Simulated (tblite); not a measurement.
C2H9N2Si (doublet state).
Z-matrix (Å and degrees, GFN2-xTB geometry), rows numbered from 1:
```
C 
N   1  1.4385
Si  2  1.7198  1  121.59
N   3  1.7279  2  103.86  1   179.54
C   4  1.4354  3  121.45  2  -178.91
H   1  1.0977  2  112.96  3    80.11
H   1  1.0880  2  108.58  3   -39.52
H   1  1.0924  2  110.33  3  -158.59
H   2  1.0130  1  111.56  3  -145.40
H   3  1.4716  2  116.92  1   -65.07
H   4  1.0091  3  117.47  2   -35.00
H   5  1.0877  4  108.69  3   -37.01
H   5  1.0972  4  112.94  3    82.86
H   5  1.0924  4  110.29  3  -155.96
```

Method: GFN2-xTB as coded in tblite; computed harmonic values from a numerical Hessian at the method's own geometry, unscaled. This tight-binding method is rough: wavenumbers can miss measured ones by several per cent, in bad cases by 10 to 20. Modes of hydrogen on silicon can be 10 to 20 % off. One conformer, not necessarily the lowest. Open shells enter through the occupations alone, without spin polarisation, and single modes of such species can be off by tens of per cent.

Harmonic wavenumbers (cm⁻¹): 76.4, 91.0, 123.6, 156.0, 167.3, 297.1, 302.7, 505.4, 527.6, 583.5, 637.0, 797.4, 826.0, 1057.0, 1067.3, 1112.4, 1115.7, 1160.4, 1172.4, 1355.0, 1361.1, 1423.4, 1427.5, 1494.8, 1496.0, 1507.9, 1510.4, 2143.3, 2881.8, 2886.6, 2964.5, 2965.7, 3024.0, 3029.9, 3358.4, 3445.9.

A = 17079, B = 1728, C = 1619 MHz; mass 89.053 u (most abundant isotopes); point group C1, symmetry number 1; spin multiplicity 2.

What is the zero-point energy?

½Σν̃ = 25026 cm⁻¹ = 71.55 kcal/mol.

What is S at 298.15 K and 1 bar for an ideal gas of classical rigid rotors and harmonic oscillators?

Translation 39.40, rotation 26.31, vibration 21.55, spin (R ln 2) 1.38: S = 88.6 cal/(mol K).

And Cp and H(298.15 K) − H(0)?

Cp = 29.00 cal/(mol K), of which vibrations give 21.05 (their classical limit is 36 R = 71.5); H(298.15 K) − H(0) = 5.75 kcal/mol without the zero-point energy, 3.38 from vibrations.

Blend soft modes into free rotors: weight 1/[1 + (100 cm⁻¹/ν̃)⁴] for the oscillator and the rest for a rotor with moment μB/(μ + B), μ = h/(8π²ν), B = 10⁻⁴⁴ kg m². What vibrational entropy results?

20.35 cal/(mol K) in place of 21.55, which changes −T·S at 298.15 K by +0.36 kcal/mol.

What must be added to the electronic energy to get the Gibbs energy at 298.15 K and 1 bar?

ZPE + [H(298.15 K) − H(0)] − T·S = 71.55 + 5.75 − 26.43 = 50.87 kcal/mol.

Which modes carry the vibrational entropy at 298.15 K?

76.4 cm⁻¹: 3.98; 91.0 cm⁻¹: 3.64; 123.6 cm⁻¹: 3.04; 156.0 cm⁻¹: 2.60; 167.3 cm⁻¹: 2.47; 297.1 cm⁻¹: 1.43 cal/(mol K); the other 30 give 4.39 together.

Hindered rotation and anharmonicity are outside this model. Other conformers, if any are populated, would add a mixing term that is left out. The structure is chiral; the term R ln 2 for an equal mix with its mirror image is left out.

Time: 0.47 s. Hardware: an Arm Neoverse N1 with one thread, shared host with 32 logical CPUs at a one-minute load of 8.2. The figure is for the frequency step alone.
